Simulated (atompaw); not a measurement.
# Sc (Z = 21): PAW (atompaw) pseudisation with LDA (PW92), scalar-relativistic reference atom.

- Element: Sc (Z = 21)
- Generator: atompaw 4.2.0.5
- Type: PAW
- Functional: LDA (PW92)
- Relativity: scalar-relativistic
- Frozen core: [Ar]
- Valence charge: 3
- Reference configuration: 3d1 4s1.5 4p0 (charge +0.5)
- Partial waves: 4s (bound): rc 3.00 bohr; 4s channel at -0.2 Ry: rc 3.00 bohr; 4p (bound, empty): rc 3.00 bohr; 4p channel at 0.4 Ry: rc 3.00 bohr; 3d (bound): rc 1.30 bohr; 3d channel at 0.15 Ry: rc 3.00 bohr
- Local potential: bessel scheme, radius 2.60 bohr
- Core correction: smooth core density matched at 2.22 bohr
- Augmentation charge: sinc compensation charge, radius 2.80 bohr; PAW radius 3.00 bohr; waves and projectors: custom polynom vanderbiltortho

All-electron outer shells of the reference configuration (LDA (PW92), scalar-relativistic, ld1.x):

| shell | level (eV) | outermost node (bohr) | outermost maximum (bohr) |
| --- | --- | --- | --- |
| 3p | -36.92 | 0.39 | 0.97 |
| 4s | -7.03 | 1.33 | 2.98 |
| 3d | -6.66 | – | 1.10 |
| 4p | -3.89 | 1.48 | 3.74 |

What the tests gave:

- Cutoffs needed: 45 Ry and 55 Ry (the cutoffs (Ry, on a coarse ladder) from which the occupation-weighted sum of valence levels, in a spherical-Bessel basis at the reference potential, stays within 10 and 1 mRy of its value at 400 Ry)
- Ghost test: no extra level below or beside the all-electron valence levels (s, p, d, f tested) (spherical-Bessel basis up to 400 Ry, 20 bohr box)
- Lowest eigenvalue of the overlap operator: 0.33 (d channel)
- Overlap eigenvalues printed by atompaw (projector basis): 0.435, 0.496, 0.737, 411, 593, 7.86e+07
- Share of each valence orbital outside the PAW sphere: 4s 62 %, 4p 82 %, 3d 12 %

Generation and tests took about 3.9 s on one core of a shared server CPU.
